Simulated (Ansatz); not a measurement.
Ansatz (a quantum-chemistry and plane-wave program) input file for B(H)(Br)(vinyl) (C2H4BBr), SMILES C=CBBr, CAM-B3LYP/def2-SVPD. Coordinates come from a B3LYP-D3(BJ)/def2-SVP optimisation. This is a generated structure with no PubChem entry under its InChIKey; it may be hypothetical. One conformer was computed; it need not be the lowest.

Ansatz 0.2 input:
```yaml
crystal:
  periodic: [false, false, false]
  atoms:
    - {symbol: B, position_ang: [-1.05131610, -0.50550920, 0.00000000]}
    - {symbol: H, position_ang: [-2.22543693, -0.25006041, 0.00000000]}
    - {symbol: Br, position_ang: [0.12332390, 1.02267698, -0.00000000]}
    - {symbol: C, position_ang: [-0.51008840, -1.94986525, -0.00000000]}
    - {symbol: C, position_ang: [0.79423450, -2.28475218, 0.00000000]}
    - {symbol: H, position_ang: [-1.24491508, -2.76533106, -0.00000000]}
    - {symbol: H, position_ang: [1.13109582, -3.32689907, -0.00000000]}
    - {symbol: H, position_ang: [1.57462350, -1.51615306, -0.00000000]}
basis:
  gaussian:
    orbitals: def2-SVPD
hamiltonian:
  xc: {name: CAM-B3LYP}
```

Log of the run:

```
WARN ansatz: RAYON_NUM_THREADS=1 ignored (pool sized by the plan → 1); use --threads N
Functional definition: CAM-B3LYP
integrals: 0.08 GiB planned
1227 factors; their error is unknown
integrals: 0.11 GiB planned
435 factors; integrals over basis functions are off by at most 2.3e-5 eV
mean field: 0.73 GiB planned
mean field evaluation 1: about -72850.5401 eV, gradient 3.2e1 eV
mean field evaluation 2: about -72851.2348 eV, gradient 2.7e1 eV
mean field evaluation 4: about -72853.1173 eV, gradient 9.6e-1 eV
mean field evaluation 8: about -72853.2101 eV, gradient 2.3e-1 eV
mean field evaluation 16: about -72853.2102 eV, gradient 1.9e-5 eV
mean field -72853.21020238 eV, -2677.3060932579 hartree, gradient 1.9e-5 eV, S^2 0.000000; 0 other end points of the search recorded, 0 dependent functions left out
reference -72853.21033152 eV, -2677.3060980038 hartree; 28, 28 occupied and 105, 105 virtual orbitals, 1227 factors
Total energy: -72853.21033152 eV, -2677.3060980038 hartree
```

The run converged.
